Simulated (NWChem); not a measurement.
All runs are NWChem calculations. System: C₃H₃F₃, charge 0, spin multiplicity 1, at a geometry optimised with PBE/def2-SVP. The structure started from a generated list of species. Level: RHF/def2-SVP.

Part of the output:

```
             Northwest Computational Chemistry Package (NWChem) 7.3.0
             --------------------------------------------------------

                                NWChem Input Module
                                -------------------

 Scaling coordinates for geometry "geometry" by  1.889725989
 (inverse scale =  0.529177249)

 Turning off AUTOSYM since
 SYMMETRY directive was detected!

                             Geometry "geometry" -> ""
                             -------------------------

 Output coordinates in angstroms (scale by  1.889725989 to convert to a.u.)

  No.       Tag          Charge          X              Y              Z
 ---- ---------------- ---------- -------------- -------------- --------------
    1 C                    6.0000     0.56900700     1.84504400     0.00000000
    2 C                    6.0000    -0.25105300     0.60400700     0.00000000
    3 F                    9.0000    -1.59244600     0.78062800     0.00000000
    4 C                    6.0000     0.21859900    -0.65915900     0.00000000
    5 F                    9.0000     1.51622000    -0.95521700     0.00000000
    6 F                    9.0000    -0.54088900    -1.74454500     0.00000000
    7 H                    1.0000     1.64786400     1.60522800     0.00000000
    8 H                    1.0000     0.34341900     2.46381100    -0.89451500
    9 H                    1.0000     0.34341900     2.46381100     0.89451500

 Effective nuclear repulsion energy (a.u.)     241.2377948327

            Nuclear Dipole moment (a.u.)
            ----------------------------
        X                 Y               Z
 ---------------- ---------------- ----------------
    -0.0000283459    -0.0000075589     0.0000000000

      Symmetry information
      --------------------

 Group name             Cs
 Group number              2
 Group order               2
 No. of unique centers     8

      Symmetry unique atoms

     1    2    3    4    5    6    7    8


 Summary of "ao basis" -> "" (spherical)
 ------------------------------------------------------------------------------
       Tag                 Description            Shells   Functions and Types
 ---------------- ------------------------------  ------  ---------------------
 *                          def2-svp                  on all atoms

 Summary of "ao basis" -> "ao basis" (spherical)
 ------------------------------------------------------------------------------
       Tag                 Description            Shells   Functions and Types
 ---------------- ------------------------------  ------  ---------------------
 C                          def2-svp                 6       14   3s2p1d
 F                          def2-svp                 6       14   3s2p1d
 H                          def2-svp                 3        5   2s1p

                                 NWChem SCF Module
                                 -----------------

  ao basis        = "ao basis"
  functions       =    99
  atoms           =     9
  closed shells   =    24
  open shells     =     0
  charge          =   0.00
  wavefunction    = RHF
  use symmetry    = T
  symmetry adapt  = T

 Summary of "ao basis" -> "ao basis" (spherical)
 ------------------------------------------------------------------------------
       Tag                 Description            Shells   Functions and Types
 ---------------- ------------------------------  ------  ---------------------
 C                          def2-svp                 6       14   3s2p1d
 F                          def2-svp                 6       14   3s2p1d
 H                          def2-svp                 3        5   2s1p

      Symmetry analysis of basis
      --------------------------

        a'         69
        a"         30

 Forming initial guess at       0.1s

      Superposition of Atomic Density Guess
      -------------------------------------

 Sum of atomic energies:        -412.24980271

      Non-variational initial energy
      ------------------------------

 Total energy =    -414.642361
 1-e energy   =   -1049.943097
 2-e energy   =     394.062941
 HOMO         =      -0.203937
 LUMO         =       0.120216
[...]
 Maximum no. of iterations :          100
 Final Fock-matrix accuracy:          1.000E-09
 ----------------------------------------------

              iter       energy          gnorm     gmax       time
             ----- ------------------- --------- --------- --------
                 1     -413.1802039457  1.36D+00  2.14D-01      1.0
                 2     -413.2763144892  3.77D-01  6.46D-02      1.1
                 3     -413.2881168263  2.54D-02  5.26D-03      1.3
                 4     -413.2882029231  2.96D-04  8.84D-05      1.6
                 5     -413.2882029367  8.71D-08  1.63D-08      2.1

       Final RHF  results
       ------------------

         Total SCF energy =   -413.288202936675
      One-electron energy =  -1051.351480728003
      Two-electron energy =    396.825482958607
 Nuclear repulsion energy =    241.237794832720

        Time for solution =      1.2s

       Symmetry analysis of molecular orbitals - final
       -----------------------------------------------

  Numbering of irreducible representations:

     1 a'          2 a"

  Orbital symmetries:

     1 a'          2 a'          3 a'          4 a'          5 a'
     6 a'          7 a'          8 a'          9 a'         10 a'
    11 a'         12 a'         13 a'         14 a'         15 a"
    16 a"         17 a'         18 a"         19 a'         20 a'
    21 a"         22 a'         23 a'         24 a"         25 a"
    26 a'         27 a'         28 a"         29 a'         30 a'
    31 a'         32 a'         33 a'         34 a"

             Final eigenvalues
             -----------------

              1
    1  -26.3468
    2  -26.3413
    3  -26.3127
    4  -11.4325
    5  -11.3528
    6  -11.2689
    7   -1.6798
    8   -1.6192
    9   -1.6087
   10   -1.0906
   11   -0.9752
   12   -0.8680
   13   -0.8080
   14   -0.7872
   15   -0.7712
   16   -0.7050
   17   -0.7036
   18   -0.6964
   19   -0.6864
   20   -0.6702
   21   -0.5892
   22   -0.5828
   23   -0.5768
   24   -0.3770
   25    0.1715
   26    0.1788
   27    0.2335
   28    0.2585
   29    0.2794
   30    0.3114
   31    0.3713
   32    0.4733
   33    0.5456
   34    0.5977

                       ROHF Final Molecular Orbital Analysis
                       -------------------------------------

 Vector   22  Occ=2.000000D+00  E=-5.828033D-01  Symmetry=a'
              MO Center= -5.9D-02,  1.2D+00, -1.2D-15, r^2= 2.5D+00
   Bfn.  Coefficient  Atom+Function         Bfn.  Coefficient  Atom+Function
  ----- ------------  ---------------      ----- ------------  ---------------
     5      0.362546  1 C  py                19     -0.309143  2 C  py
    33     -0.290319  3 F  py                36      0.220631  3 F  py
    47      0.182815  4 C  py                90      0.173187  8 H  s
    95      0.173187  9 H  s                  8      0.171718  1 C  py
    75      0.158420  6 F  py

 Vector   23  Occ=2.000000D+00  E=-5.768169D-01  Symmetry=a'
              MO Center=  5.8D-01,  1.6D+00, -9.3D-16, r^2= 2.0D+00
   Bfn.  Coefficient  Atom+Function         Bfn.  Coefficient  Atom+Function
  ----- ------------  ---------------      ----- ------------  ---------------
     4      0.401835  1 C  px                85      0.369760  7 H  s
    33     -0.213220  3 F  py                 7      0.171444  1 C  px
    36      0.163158  3 F  py                32     -0.160287  3 F  px

 Vector   24  Occ=2.000000D+00  E=-3.770342D-01  Symmetry=a"
              MO Center= -2.1D-02,  7.8D-02, -9.4D-17, r^2= 2.2D+00
   Bfn.  Coefficient  Atom+Function         Bfn.  Coefficient  Atom+Function
  ----- ------------  ---------------      ----- ------------  ---------------
    48      0.407906  4 C  pz                20      0.394917  2 C  pz
    23      0.297845  2 C  pz                51      0.240068  4 C  pz
    34      0.194196  3 F  pz                76      0.189268  6 F  pz
    62      0.186689  5 F  pz                37     -0.184728  3 F  pz
    79     -0.173878  6 F  pz                65     -0.169584  5 F  pz

 Vector   25  Occ=0.000000D+00  E= 1.714780D-01  Symmetry=a"
              MO Center=  8.8D-02,  4.1D-01,  2.2D-14, r^2= 3.3D+00
   Bfn.  Coefficient  Atom+Function         Bfn.  Coefficient  Atom+Function
  ----- ------------  ---------------      ----- ------------  ---------------
    91      0.645430  8 H  s                 96     -0.645430  9 H  s
    51     -0.625840  4 C  pz                23      0.575182  2 C  pz
    48     -0.465470  4 C  pz                 9      0.398893  1 C  pz
    20      0.397872  2 C  pz                79      0.175940  6 F  pz
    65      0.170879  5 F  pz                76     -0.152058  6 F  pz

 Vector   26  Occ=0.000000D+00  E= 1.788319D-01  Symmetry=a'
              MO Center=  7.2D-01,  2.4D+00, -1.2D-14, r^2= 4.8D+00
   Bfn.  Coefficient  Atom+Function         Bfn.  Coefficient  Atom+Function
  ----- ------------  ---------------      ----- ------------  ---------------
     3      3.383520  1 C  s                 91     -1.398588  8 H  s
    96     -1.398588  9 H  s                 86     -1.143034  7 H  s
    17     -0.768393  2 C  s                 22     -0.381290  2 C  py
     8      0.276909  1 C  py                45     -0.176312  4 C  s

 Vector   27  Occ=0.000000D+00  E= 2.335297D-01  Symmetry=a'
              MO Center=  1.0D+00,  1.4D+00, -1.8D-14, r^2= 4.5D+00
   Bfn.  Coefficient  Atom+Function         Bfn.  Coefficient  Atom+Function
  ----- ------------  ---------------      ----- ------------  ---------------
    86      1.810347  7 H  s                  7     -0.959614  1 C  px
    91     -0.770567  8 H  s                 96     -0.770567  9 H  s
     8      0.546843  1 C  py                45      0.289972  4 C  s
    73     -0.290607  6 F  s                 31     -0.249106  3 F  s
     4     -0.228030  1 C  px                50     -0.223126  4 C  py

 center of mass
 --------------
 x =  -0.05771578 y =  -0.16527560 z =   0.00000000

 moments of inertia (a.u.)
 ------------------
         545.964378737687          71.569707779726           0.000000000000
          71.569707779726         382.548376365777           0.000000000000
           0.000000000000           0.000000000000         916.993668451109

  Mulliken analysis of the total density
  --------------------------------------

    Atom       Charge   Shell Charges
 -----------   ------   -------------------------------------------------------
    1 C    6     6.01   1.99  0.86  0.18  2.05  0.89  0.04
    2 C    6     5.90   1.99  0.88  0.26  1.95  0.73  0.09
    3 F    9     9.33   1.99  1.12  0.82  3.33  2.06  0.01
    4 C    6     5.40   1.99  0.87  0.08  1.86  0.47  0.14
    5 F    9     9.29   1.99  1.13  0.80  3.33  2.03  0.01
    6 F    9     9.28   1.99  1.13  0.80  3.33  2.02  0.01
    7 H    1     0.93   0.74  0.16  0.03
    8 H    1     0.93   0.74  0.16  0.03
    9 H    1     0.93   0.74  0.16  0.03

       Multipole analysis of the density wrt the origin
       ------------------------------------------------

     L   x y z        total         open         nuclear
     -   - - -        -----         ----         -------
     0   0 0 0     -0.000000      0.000000     48.000000

     1   1 0 0      0.527391      0.000000     -0.000028
     1   0 1 0      0.728637      0.000000     -0.000008
     1   0 0 1     -0.000000      0.000000      0.000000

     2   2 0 0    -27.152158      0.000000    184.642366
     2   1 1 0      1.373279      0.000000    -24.527063
     2   1 0 1     -0.000000      0.000000      0.000000
     2   0 2 0    -23.779670      0.000000    289.348387
     2   0 1 1     -0.000000      0.000000      0.000000
     2   0 0 2    -23.796809      0.000000      5.714825

 Task  times  cpu:        2.1s     wall:        2.1s

 Total times  cpu:        2.1s     wall:        2.1s
```

Write an NWChem input that would produce this output.

One answer among several that fit: 
```
start mol
memory heap 200 mb stack 800 mb global 1000 mb
geometry units angstroms nocenter noautoz
  C      0.569007     1.845044     0.000000
  C     -0.251053     0.604007     0.000000
  F     -1.592446     0.780628     0.000000
  C      0.218599    -0.659159     0.000000
  F      1.516220    -0.955217     0.000000
  F     -0.540889    -1.744545     0.000000
  H      1.647864     1.605228     0.000000
  H      0.343419     2.463811    -0.894515
  H      0.343419     2.463811     0.894515
  symmetry group Cs
end
basis spherical
  * library def2-svp
end
scf
  rhf
  nopen 0
  maxiter 100
  thresh 1e-7
  semidirect memsize 60000000 filesize 0
end
task scf energy
```
